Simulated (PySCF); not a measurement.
Species: C₆H₇N₂P.
Numbering: `[CH:1]#[C:2][CH2:3][n:4]1[n:5][cH:6][p:7][c:8]1[CH3:9]`

Cartesian coordinates in Å at the GFN2-xTB level; atoms count from 1:
```xyz
16
C6H7N2P angstrom
C      2.1230   -1.8000    1.1028
C      1.5478   -1.2505    0.2092
C      0.8314   -0.5473   -0.8404
N      0.1008    0.5868   -0.3195
N      0.5472    1.7954   -0.6134
C     -0.2044    2.7063   -0.0579
P     -1.5516    2.1060    0.8961
C     -0.9934    0.5215    0.4659
C     -1.5804   -0.7923    0.8449
H      2.6419   -2.2920    1.8703
H      1.5458   -0.1496   -1.5672
H      0.1432   -1.2366   -1.3436
H      0.0411    3.7414   -0.2149
H     -0.8392   -1.4190    1.3423
H     -1.9419   -1.3261   -0.0365
H     -2.4190   -0.6350    1.5181
```

NICS = −σ at a ghost point: NICS(0) at the centroid of the ring atoms, NICS(1) 1 Å to either side along the normal of their mean plane, zz for the tensor component along that normal. Level: GIAO PBE0/pcSseg-1 (PySCF, non-relativistic, gas phase) on the GFN2-xTB geometry, one conformer.

Ring bond lengths (Å), with Mayer bond orders in brackets: N4–N5 1.321 (1.19), N5–C6 1.305 (1.57), C6–P7 1.757 (1.24), P7–C8 1.734 (1.38), C8–N4 1.348 (1.17).

What do the NICS probes read (ppm)?

```
          ring                                                       type  NICS(0)  NICS(1), two faces  NICS(1)zz, two faces  rms pucker (Å)  centre to ring atoms, mean (Å)
N4–N5–C6–P7–C8  5-membered ring with 2 N and P; formal bonds all aromatic    -12.3       -12.1 / -12.3         -28.3 / -28.9            0.00                            1.26
```

What can be read from them?

- N4–N5–C6–P7–C8: mean NICS(1)zz -28.6 ppm, shielded.

And the bond-length index? HOMA = 1 − mean of α(R − Ropt)² over the ring bonds, with Krygowski's 1993 parameters (CN: Ropt 1.334 Å, α 93.52 Å⁻²; CP: Ropt 1.698 Å, α 118.91 Å⁻²; NN: Ropt 1.309 Å, α 130.33 Å⁻²).

- N4–N5–C6–P7–C8: HOMA 0.86; the largest term is that of C6–P7, α(R − Ropt)² = 0.41.

What is the mean of the two in-plane components of NICS at the first NICS(1) probe listed for ring N4–N5–C6–P7–C8, 1 Å off the ring?

The isotropic value is a third of the trace: (3 × -12.1 − (-28.3))/2 = -4.0 ppm.

Give the inner angles of the rings and the Hirshfeld charges of the ring atoms.

- N4–N5–C6–P7–C8: N4 116.6° (+0.048 e), N5 110.4° (-0.136 e), C6 115.7° (-0.082 e), P7 86.0° (-0.003 e), C8 111.2° (-0.011 e); sum 540.0° against 540° for a flat convex ring.
